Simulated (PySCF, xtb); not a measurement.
Si(H)(PH2)3 (H₇P₃Si), SMILES [SiH](P)(P)P.

GFN2-xTB (xtb 6.7.1) at its own geometry gives an orbital gap of 4.12 eV and a dipole moment of 1.11 D.

Geometry: B3LYP-D3(BJ)/def2-SVP. The structure was generated by enumeration, and PubChem lists no compound with its InChIKey, so it may never have been made. One conformer was computed; it need not be the lowest.

### Question
What does PySCF with PBE/def2-TZVP give? (Estimate from the structure and the level; the computed values follow.)

### Answer
gap 5.03 eV (levels -6.30 and -1.27 eV), dipole 0.60 D.
